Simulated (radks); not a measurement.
Dipole-allowed excitations along the series with 68 electrons in [Xe] 4f14. All-electron calculation, scalar-relativistic Kohn-Sham, LDA (Slater exchange, VWN5 correlation), spin-polarised, spherical densities, finite nucleus; Fermi nuclear charge, rms radius of each element as measured or else 0.836 A^(1/3) + 0.57 fm. Program: a radial shooting solver on a logarithmic mesh with Libxc functionals. Time-dependent linear response with the Hartree and adiabatic LDA kernel, continuum included through the Sternheimer equations, no spin-orbit coupling, so fine structure and intercombination lines are absent. Lines are the poles of the dipole polarisability below minus the highest occupied eigenvalue, found on a grid refined at the orbital gaps; the lowest seven at most are given, and weak or close lines can be missed. The first line takes the name of the lowest orbital gap if no other gap lies below it; otherwise a line is named after a gap within 0.6 % of it, if that gap stands alone.

| species | -e(HOMO) (eV) | lowest orbital gap (eV) | first line (eV) | f | strongest line (eV) | its f | static alpha (bohr^3) |
|---|---|---|---|---|---|---|---|
| Re7+ | 138.79 | 4f-5d 49.044 | 50.300 (unassigned) | 0.0177 | 59.765 (unassigned) | 5.44 | 1.686 |
| Os8+ | 162.69 | 5p-5d 53.174 | 59.906 (unassigned) | 1.14 | 66.887 (unassigned) | 4.60 | 1.418 |
| Ir9+ | 187.90 | 5p-5d 57.259 | 66.836 (5p-5d) | 3.43 | the first | 3.43 | 1.209 |
